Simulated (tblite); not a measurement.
Species: C11H9NS.
Z-matrix (Å and degrees, GFN2-xTB geometry), rows numbered from 1:
```
C 
C   1  1.3858
C   2  1.3827  1  120.24
C   3  1.3879  2  119.45  1     0.99
S   4  1.7819  3  120.52  2  -178.26
C   5  1.7684  4  102.81  3   -50.20
C   6  1.3918  5  118.06  4   158.14
C   7  1.3835  6  118.24  5   178.17
N   8  1.3227  7  123.61  6     0.36
C   9  1.3216  8  117.70  7    -0.84
C  10  1.3850  9  123.99  8     0.20
C   4  1.3868  3  120.60  2    -1.37
C  12  1.3838  4  119.50  3     0.75
H   1  1.0796  2  120.01  3   179.82
H   2  1.0799  1  120.24  3  -179.58
H   3  1.0802  2  120.52  1  -179.38
H   7  1.0782  6  120.41  5    -1.93
H   8  1.0817  7  120.67  6   179.98
H  10  1.0820  9  115.70  8  -179.47
H  11  1.0791  6  121.40  5     1.28
H  12  1.0794  4  119.64  3  -179.25
H  13  1.0798  1  120.12  2   179.72
```

Method: GFN2-xTB as coded in tblite; computed harmonic values from a numerical Hessian at the method's own geometry, unscaled. Errors from tens to a few hundred cm⁻¹ against measured bands are possible. One conformer, not necessarily the lowest.

Harmonic wavenumbers (cm⁻¹): 26.3, 42.1, 76.2, 164.0, 196.4, 248.6, 261.2, 337.2, 371.4, 398.6, 421.3, 453.6, 484.5, 585.1, 624.8, 651.8, 682.9, 689.8, 696.0, 748.4, 786.6, 874.0, 877.7, 900.4, 910.0, 920.2, 927.6, 931.3, 964.7, 993.1, 1079.6, 1096.7, 1104.3, 1115.7, 1117.1, 1119.0, 1179.7, 1194.5, 1207.1, 1260.0, 1274.4, 1285.9, 1317.7, 1371.4, 1429.0, 1438.2, 1447.8, 1550.8, 1558.0, 1581.7, 1583.6, 3059.8, 3063.9, 3079.7, 3082.5, 3089.3, 3093.4, 3095.7, 3100.5, 3104.5.

A = 1764, B = 419.5, C = 368.6 MHz; mass 187.046 u (most abundant isotopes); point group C1, symmetry number 1.

Question: Zero-point energy?

Answer: Half the sum of the wavenumbers: 36164 cm⁻¹ = 103.40 kcal/mol.

Question: Give the ideal-gas entropy at 400 K and 1 bar in the rigid-rotor, harmonic-oscillator model (classical rotation).

Answer: Translation 43.07, rotation 32.32, vibration 46.17: S = 121.6 cal/(mol K).

Question: And Cp and H(400 K) − H(0)?

Answer: Cp = 58.05 cal/(mol K), of which vibrations give 50.10 (their classical limit is 60 R = 119.2); H(400 K) − H(0) = 12.75 kcal/mol without the zero-point energy, 9.57 from vibrations.

Question: What must be added to the electronic energy to get the Gibbs energy at 400 K and 1 bar?

Answer: ZPE + [H(400 K) − H(0)] − T·S = 103.40 + 12.75 − 48.63 = 67.52 kcal/mol.

Question: Blend soft modes into free rotors: weight 1/[1 + (100 cm⁻¹/ν̃)⁴] for the oscillator and the rest for a rotor with moment μB/(μ + B), μ = h/(8π²ν), B = 10⁻⁴⁴ kg m². What vibrational entropy results?

Answer: 41.39 cal/(mol K) in place of 46.17, which changes −T·S at 400 K by +1.91 kcal/mol.

Question: Which modes carry the vibrational entropy at 400 K?

Answer: 26.3 cm⁻¹: 6.67; 42.1 cm⁻¹: 5.74; 76.2 cm⁻¹: 4.57; 164.0 cm⁻¹: 3.06; 196.4 cm⁻¹: 2.72; 248.6 cm⁻¹: 2.27 cal/(mol K); the other 54 give 21.14 together.

Question: How do the functions run with temperature in this model?

Answer: 
```csv
T (K),S (cal/(mol K)),Cp (cal/(mol K)),H − H(0) (kcal/mol),G − H(0) (kcal/mol),ln q(vib)
150,83.8,24.5,2.44,-10.13,3.98
250,99.3,37.7,5.53,-19.30,6.79
298.15,106.5,44.5,7.51,-24.26,8.18
600,149.2,77.9,26.49,-63.00,17.28
900,184.4,95.3,52.73,-113.22,26.12
```

q(vib) and H(0) count from the zero-point level.

Hindered rotation and anharmonicity are outside this model. Other conformers, if any are populated, would add a mixing term that is left out. The structure is chiral; the term R ln 2 for an equal mix with its mirror image is left out.
